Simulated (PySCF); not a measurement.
# Working out the ionisation energy of W⁺

W⁺ [Xe] 4f14 5d4 6s1 (6D) → W²⁺ [Xe] 4f14 5d4 (5D). All numbers are calculated (PySCF 2.14, a scalar-relativistic core potential, in cc-pVTZ-PP with ECP60MDF (5s5p4d2f1g, 63 functions)). Frozen: 5s2 5p6. Energies in hartree (1 hartree = 27.21139 eV):

```tsv
part	W⁺ (lower)	W²⁺ (upper)
UHF	-66.464392	-65.913413
MP2 opposite-spin	0.000000	0.000000
MP2 same-spin	-0.049711	-0.031557
```

Problem. What does Hartree-Fock give?

Solution. (-65.913413) − (-66.464392) = 0.550979 hartree = 14.993 eV.

Problem. What do MP2 and SCS-MP2 (6/5 opposite-spin, 1/3 same-spin) give?

Solution. The opposite-spin parts differ by 0.000 eV and the same-spin parts by 0.494 eV. MP2: 14.993 + (0.000) + (0.494) = 15.487 eV. SCS-MP2: 14.993 + 1.2 × (0.000) + (0.494)/3 = 15.158 eV.

Reference: 16.37 ± 0.15 eV (semi-empirical (NIST evaluation); NIST Atomic Spectra Database, ionization energies), between the lowest levels; spin-orbit coupling is absent from the calculation.

What remains against the reference includes basis incompleteness, the frozen core and correlation beyond second order.
